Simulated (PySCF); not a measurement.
C6H6. Atoms are numbered in the order given.

```xyz
12

C      0.0000     2.8118     0.6721
C      0.0000     2.0283    -0.4186
C      0.0000     0.6100    -0.3941
C      0.0000    -0.6100    -0.3941
C      0.0000    -2.0283    -0.4186
C      0.0000    -2.8118     0.6721
H      0.0000     3.9000     0.5776
H      0.0000     2.3865     1.6788
H      0.0000     2.4930    -1.4123
H      0.0000    -2.4930    -1.4123
H      0.0000    -2.3865     1.6788
H      0.0000    -3.9000     0.5776
```
Charge 0, spin multiplicity 1.

Geometry: PBE0-D3(BJ)/def2-SVP.

All values below come from PySCF with PBE0/pcSseg-1.

GIAO shieldings, no solvent; atoms listed in one row are averaged. δ = σ(ref) − σ: ¹³C against TMS (σ = 186.3 ppm); ¹H against TMS (σ = 31.56 ppm), references at their B3LYP-D3(BJ)/def2-TZVP geometries, non-relativistic.

### Question
Estimate the chemical shifts. (Estimate from the structure and the level; the computed values follow.)

### Answer

```tsv
nucleus	atoms	count	δ (ppm)
¹³C	C1, C6	2	139.3
¹³C	C2, C5	2	127.8
¹³C	C3, C4	2	100.8
¹H	H9, H10	2	6.40
¹H	H8, H11	2	6.26
¹H	H7, H12	2	6.10
```
